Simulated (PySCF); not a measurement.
A structure optimised at ωB97X-D3(BJ)/def2-TZVP, used in a PySCF frequency run:

```xyz
5

Ge     0.0000     0.0000     0.3343
F      1.3718     0.0000    -0.7173
F     -1.3718     0.0000    -0.7173
H      0.0000     1.3138     1.1062
H      0.0000    -1.3138     1.1062
```

Question: Write its SMILES, formula and point group.

Answer: [F][GeH2][F], F₂GeH₂, C2v

Question: What are its rotational constants (standard atomic weights)?

Answer: 15.037, 6.7398, 4.9725 GHz
